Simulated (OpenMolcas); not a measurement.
Systems:
- an embedded MO4 cluster for M = Co2+ at the Zn site of ZnO (Materials Project cell, P63mc), point symmetry 3m, mean M–O distance 1.96 Å from a radius rule, surrounded by ab initio model potentials and point charges, with no relaxation and no compensating defect

Method: state-averaged CASSCF on the open d shell with SC-NEVPT2, ANO basis sets as named, scalar-relativistic DKH2, RICD, in OpenMolcas. State energies are spin-free and vertical. Orbital splittings and repulsion parameters are fits to the integrals of the highest spin's CASSCF orbitals. Times are rough, from shared cores.

| case | ground state | first state of the same spin (cm⁻¹) | first state of another spin (cm⁻¹) | d-orbital splitting (cm⁻¹) | Racah B (cm⁻¹) | basis functions | relative time |
|---|---|---|---|---|---|---|---|
| ANO-RCC-VDZP | ⁴A₂(1) | ⁴A₁ 4340 | ²E(2) 15510 | 3570 | 1146 | 90 | 2 |
| ANO-RCC-MB | ⁴A₂(1) | ⁴A₁ 4730 | ²E(1) 16330 | 5120 | 1049 | 38 | 1 |
| ANO-RCC-VDZ | ⁴A₂(1) | ⁴A₁ 4340 | ²E(2) 16400 | 3630 | 1148 | 63 | 1 |
| ANO-RCC-VTZP | ⁴A₂(1) | ⁴A₁ 3920 | ²E(1) 15110 | 3340 | 1160 | 179 | 9 |

No ligand orbital and no second metal shell is active in the minimal space. The geometry is a model, so the numbers describe that model and not a measured compound. Gaps under about 300 cm⁻¹ between spin-free states are not resolved by the perturbation step.
